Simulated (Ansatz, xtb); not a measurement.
C5H4ClNO: which of two isomers lies lower

We compare X, `C=Cc1nc(Cl)co1`, a singlet, with Y, `C=Cc1ncc(Cl)o1`, a singlet. Both are isolated molecules in the gas phase, relaxed with B3LYP/def2-SVP; the shapes shown needn't be the lowest conformers.

X (Å):

```xyz
12

C    -1.9897    1.6590    1.7569
C    -1.2485    2.2348    0.7988
C    -0.0104    1.6942    0.2666
C     1.7809    1.3369   -0.8061
C     1.6231    0.2886    0.0563
Cl    3.0603    1.5849   -1.9297
N     0.7438    2.2170   -0.6638
O     0.4723    0.5174    0.7462
H    -1.6964    0.7102    2.2135
H    -2.9121    2.1261    2.1083
H    -1.5421    3.1831    0.3420
H     2.1865   -0.6115    0.2785
```

Y (Å):

```yaml
atoms:
  - { symbol: C, position_ang: [-3.1511, 1.9428, -1.0459] }
  - { symbol: C, position_ang: [-1.9823, 2.5689, -0.8423] }
  - { symbol: C, position_ang: [-0.7107, 1.9123, -0.6053] }
  - { symbol: C, position_ang: [1.3367, 1.4324, -0.2302] }
  - { symbol: C, position_ang: [0.6476, 0.2581, -0.3412] }
  - { symbol: Cl, position_ang: [1.1007, -1.3815, -0.2407] }
  - { symbol: N, position_ang: [0.4500, 2.4714, -0.4021] }
  - { symbol: O, position_ang: [-0.6557, 0.5456, -0.5798] }
  - { symbol: H, position_ang: [-4.0682, 2.5104, -1.2175] }
  - { symbol: H, position_ang: [-3.2231, 0.8521, -1.0467] }
  - { symbol: H, position_ang: [-1.9115, 3.6596, -0.8421] }
  - { symbol: H, position_ang: [2.3976, 1.5780, -0.0404] }
```

Question: Estimate which is lower in electronic energy at CCSD(T)/def2-SVP + ΔMP2/def2-TZVPP, and by roughly how much.

Answer: CCSD(T)/def2-SVP + ΔMP2/def2-TZVPP gives E(Y) − E(X) = +0.84 kcal/mol, slightly favouring structure X, which is too small a margin to settle the true order.

The same difference at several levels:

```tsv
level	geometry	E(Y) − E(X) (kcal/mol)	departure from the last row (kcal/mol)	job, with rough time for the two
GFN2-xTB	GFN2-xTB	+0.97	+0.13	optimisation, 0.45 s
HF/STO-3G	GFN2-xTB	+0.83	−0.01	single point, 1.9 s
r2SCAN-D4/def2-SVP	GFN2-xTB	+0.92	+0.08	single point, 11 s
B3LYP/def2-SVP	B3LYP/def2-SVP	+1.04	+0.20	optimisation, 2.6 min
HF/def2-SVP	B3LYP/def2-SVP	+1.44	+0.60	part of the CCSD(T) run
MP2/def2-SVP	B3LYP/def2-SVP	+0.94	+0.10	part of the CCSD(T) run
CCSD(T)/def2-SVP	B3LYP/def2-SVP	+1.04	+0.20	single point
CCSD(T)/def2-SVP + ΔMP2/def2-TZVPP	B3LYP/def2-SVP	+0.84		single point, 3.8 min
```

As drawn, both hold the same kinds of bond in the same numbers.

The largest departure from CCSD(T)/def2-SVP + ΔMP2/def2-TZVPP is that of HF/def2-SVP, 0.60 kcal/mol. The last row adds to CCSD(T) the change of the MP2 difference between the two basis sets, here −0.20 kcal/mol.

With thermal terms from frequencies at re-optimised GFN2-xTB minima (ideal gas, soft modes damped towards free rotors, one conformer each, 298.15 K, 1 atm): the zero-point term adds +0.04 kcal/mol; ΔH is +0.88 and ΔG +0.83 kcal/mol.

The correlated steps freeze 12 core orbitals. Run with Ansatz 0.2.0, xtb 6.7.1; the last row on 2 threads of Intel(R) Xeon(R) Processor @ 2.50GHz (Skylake/Cascade Lake) on a shared host.
